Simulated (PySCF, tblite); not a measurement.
Isomers of C6H13ClO2Si. Level: GFN2-xTB in tblite, geometry and Hessian alike; calculated harmonic values, unscaled, isolated species. This tight-binding method is rough: wavenumbers can miss measured ones by several per cent, in bad cases by 10 to 20. Modes of hydrogen on silicon can be 10 to 20 % off. One conformer each.

Electronic energies: PBE0/pcSseg-1 single points on the GFN2-xTB geometries (PySCF, gas phase).

```tsv
SMILES	electronic energy, lowest = 0 (kJ/mol)
CCO[C@@H]1C[C@@]1(Cl)CO[SiH3]	277.7
COC[C@@H]1C[C@]1(Cl)CO[SiH3]	291.2
O[Si@@H]1CC[C@H](OCCCl)C1	66.2
CC(C)[C@@H]1COC[Si@H](Cl)O1	0.0
```

How do GFN2-xTB zero-point energies change the relative energies?

```
                       SMILES  ZPE (kJ/mol)  of it from modes above 1550 cm⁻¹  electronic (kJ/mol)  with ZPE, lowest = 0 (kJ/mol)  lowest mode (cm⁻¹)  rings
  CC(C)[C@@H]1COC[Si@H](Cl)O1         485.0                             227.9                  0.0                            0.0                  39      1
    O[Si@@H]1CC[C@H](OCCCl)C1         480.0                             230.0                 66.2                           61.2                  33      1
CCO[C@@H]1C[C@@]1(Cl)CO[SiH3]         462.1                             219.3                277.7                          254.8                  25      1
 COC[C@@H]1C[C@]1(Cl)CO[SiH3]         462.7                             217.9                291.2                          268.9                  25      1
```

The zero-point energies span 22.9 kJ/mol, from `CCO[C@@H]1C[C@@]1(Cl)CO[SiH3]` to `CC(C)[C@@H]1COC[Si@H](Cl)O1`. The order is unchanged.

And how do the electronic energies of GFN2-xTB itself compare?

`CC(C)[C@@H]1COC[Si@H](Cl)O1` 0.0; `O[Si@@H]1CC[C@H](OCCCl)C1` 146.2; `CCO[C@@H]1C[C@@]1(Cl)CO[SiH3]` 183.9; `COC[C@@H]1C[C@]1(Cl)CO[SiH3]` 188.5 kJ/mol, lowest = 0. Against the energies above, taken from the same isomer `CC(C)[C@@H]1COC[Si@H](Cl)O1`, the largest difference is 102.7 kJ/mol.
